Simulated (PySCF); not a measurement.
A calculated (PBE, PySCF 2.14, pcseg-2, no relativity, point nucleus) atom or ion has these occupied shells.

```tsv
shell	electrons	orbital energy (eV)	rms radius, mean of both spins (bohr)
1s α	1	-401.39	0.267
1s β	1	-400.15	0.267
2s α	1	-33.545	1.37
2s β	1	-30.071	1.37
2p α	2	-22.048	1.41
```

(1) Name the element and its charge.

## Answers

(1) N⁺ (nitrogen, charge +1), in [He] 2s2 2p2, high-spin 3P determinant.
